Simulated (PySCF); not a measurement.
Relaxed structures of NaSnH3, closed shell (PBE0-D4/def2-TZVP; forces vanish, vibrations not checked; lower isomers may exist, and structures with a doubtful reference or unclear bonds are left out; Å). Computed with PySCF 2.14 with density fitting (its default auxiliary sets; JK sets also for MP2 and CCSD(T)) (basis: def2-TZVPP); correlated methods freeze the cores. Filled d shells of the heavier atoms are correlated. Core potentials replace the inner electrons of the atoms past krypton. The outer core shell of Li, Na, Mg and K is correlated. The def2 sets are not built for correlating such inner shells, so the correlated values are less sure here.

Task: Rank them by CCSD(T) energy, lowest first, and give each one's height above the lowest. Links in brackets join atoms within 1.22 times the sum of their covalent radii (1.1 for two metals). (Judge from chemistry; the value comes from the calculation.)
A.
NaSnH₃ ([H]1[Na][SnH2]1)
```
5
angstrom
Na -2.5968 1.2844 1.2078
Sn -0.5613 -0.0764 -0.1469
H -0.1775 0.1013 -1.8303
H -0.1143 -1.7336 0.1104
H -2.3372 -0.4382 -0.4310
```
B.
NaSnH₃ ([H]1[Na]23[H][Sn]12[H]3)
```
5
angstrom
Na 1.6371 -0.3287 -0.1929
Sn -1.1604 0.2382 0.1396
H -0.1110 0.5317 -1.3406
H -0.3100 -1.3875 0.2562
H 0.2545 0.8988 1.1093
```
C.
NaSnH₃ ([Na][SnH3])
```
5
angstrom
Na -2.7584 0.3660 0.2876
Sn 0.1075 -0.0156 -0.0146
H 0.7975 0.4105 -1.5483
H 0.7086 -1.6304 0.1882
H 1.1337 0.8647 1.0727
```

Result: The calculation gives: B (0.0 kJ/mol), C (34.0 kJ/mol), A (53.4 kJ/mol). Heights count from the lowest.

No T1 diagnostic of these runs exceeds 0.015.

For scale, one of the runs: CCSD(T)/def2-TZVPP, 124 basis functions, launched by `OMP_NUM_THREADS=2 python run.py`. Hardware: 2 CPU threads of an Intel Xeon Platinum 8375C, shared host. Wall time 64 s; peak host memory 0.83 GiB.
